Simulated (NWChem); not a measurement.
System: C$_{3}$H$_{8}$BF; SMILES B(F)C(C)C

Parts of the log:

```
             Northwest Computational Chemistry Package (NWChem) 7.3.0
             --------------------------------------------------------

 C1  symmetry detected

                             Geometry "geometry" -> ""
                             -------------------------

 Output coordinates in angstroms (scale by  1.889725989 to convert to a.u.)

  No.       Tag          Charge          X              Y              Z
 ---- ---------------- ---------- -------------- -------------- --------------
    1 B                    5.0000    -0.73983401     0.90647888     0.09553243
    2 F                    9.0000    -0.03229180     2.00794403    -0.11888158
    3 H                    1.0000    -1.94629247     1.04299515     0.13669086
    4 C                    6.0000    -0.02507373    -0.46463029     0.34516696
    5 C                    6.0000     1.44706639    -0.49894605    -0.05732610
    6 C                    6.0000    -0.82182306    -1.65292052    -0.19727551
    7 H                    1.0000    -0.08089796    -0.51984873     1.45764416
    8 H                    1.0000     1.93495475    -1.42963520     0.27437335
    9 H                    1.0000     1.55826069    -0.44518053    -1.15270637
   10 H                    1.0000     2.00801684     0.34633898     0.36823122
   11 H                    1.0000    -1.87347472    -1.62413932     0.12721839
   12 H                    1.0000    -0.39363107    -2.61157899     0.13715417
   13 H                    1.0000    -0.81815735    -1.66386091    -1.29972578

 Effective nuclear repulsion energy (a.u.)     168.7038641466

  pbe96 is a nonlocal functional; adding pw91lda local functional.

                                 NWChem DFT Module
                                 -----------------

 Summary of "ao basis" -> "ao basis" (spherical)
 ------------------------------------------------------------------------------
       Tag                 Description            Shells   Functions and Types
 ---------------- ------------------------------  ------  ---------------------
 B                           6-31g*                  6       14   3s2p1d
 F                           6-31g*                  6       14   3s2p1d
 H                           6-31g*                  2        2   2s
 C                           6-31g*                  6       14   3s2p1d

[...]

                                NWChem TDDFT Module
                                -------------------

            General Information
            -------------------
           No. of orbitals :     172
            Alpha orbitals :      86
             Beta orbitals :      86
        Alpha frozen cores :       0
         Beta frozen cores :       0
     Alpha frozen virtuals :       0
      Beta frozen virtuals :       0
         Spin multiplicity :       1
    Number of AO functions :      86
        Use of symmetry is : off
      Symmetry adaption is : off
         Schwarz screening :  0.10D-07

              XC Information
              --------------
   PerdewBurkeErnzerhof Exchange Functional   1.00
     Perdew 1991 LDA Correlation Functional   1.00 local
    PerdewBurkeErnz. Correlation Functional   1.00 non-local

             TDDFT Information
             -----------------
          Calculation type : TDDFT
         Wavefunction type : Restricted singlets & triplets
          No. of electrons :      40
           Alpha electrons :      20
            Beta electrons :      20
              No. of roots :       8
          Max subspacesize :    5600
            Max iterations :     100
               Target root :       1
           Target symmetry : none
      Symmetry restriction : off
                 Algorithm : Optimal
        Davidson threshold :  0.10D-03

    8 smallest eigenvalue differences (eV)
--------------------------------------------------------
  No. Spin  Occ  Vir  Irrep   E(Occ)    E(Vir)   E(Diff)
--------------------------------------------------------
    1    1   20   21 a        -0.240    -0.039     5.468
    2    1   19   21 a        -0.292    -0.039     6.882
    3    1   18   21 a        -0.296    -0.039     6.982
    4    1   17   21 a        -0.319    -0.039     7.607
    5    1   16   21 a        -0.332    -0.039     7.967
    6    1   15   21 a        -0.345    -0.039     8.332
    7    1   20   22 a        -0.240     0.073     8.522
    8    1   14   21 a        -0.377    -0.039     9.201
--------------------------------------------------------

  Entering Davidson iterations
  Restricted singlet excited states

  Iter   NTrls   NConv    DeltaV     DeltaE      Time
  ----  ------  ------  ---------  ---------  ---------
    1      8       0     0.47E+00   0.10+100        7.6
    2     16       0     0.35E+00   0.18E-01        7.9
    3     32       0     0.76E-01   0.39E-01       13.0
    4     48       0     0.39E-01   0.12E-01       13.1
    5     64       0     0.13E-01   0.13E-02       12.2
    6     80       1     0.60E-02   0.76E-04       11.9
    7     94       3     0.31E-02   0.13E-04       10.7
    8    104       5     0.15E-02   0.34E-05        8.4
    9    110       7     0.75E-03   0.69E-06        6.0
   10    112       7     0.40E-03   0.13E-06        3.7
   11    114       7     0.21E-03   0.29E-07        3.9
   12    116       7     0.11E-03   0.64E-08        3.8
   13    118       8     0.95E-04   0.14E-08        3.8
  ----  ------  ------  ---------  ---------  ---------
  Convergence criterion met

  Ground state a        -243.553862148138 a.u.

[...]
```

Level: PBE/6-31G* (spherical d), full TDDFT. All runs use the structure optimised with PBE0/def2-SVP. No frequency run checked for a minimum.

Task: Write an input that gives this output.

Result: One answer among several that fit: the input that was run:
```
start job
memory heap 200 mb stack 900 mb global 1100 mb
geometry units angstroms noautoz
  B     -0.735502     0.902633    -0.000681
  F     -0.025016     1.990969    -0.266292
  H     -1.941978     1.042516     0.026173
  C     -0.024333    -0.454935     0.322410
  C      1.450147    -0.511371    -0.068868
  C     -0.819605    -1.668211    -0.163996
  H     -0.086929    -0.453669     1.435896
  H      1.934622    -1.424654     0.312498
  H      1.568007    -0.513289    -1.164869
  H      2.009808     0.353705     0.316741
  H     -1.873144    -1.621761     0.152222
  H     -0.394884    -2.609217     0.221150
  H     -0.809327    -1.734980    -1.264435
end
basis spherical
  * library 6-31g*
end
dft
  xc xpbe96 cpbe96
  iterations 150
end
tddft
  nroots 8
end
task tddft energy
```
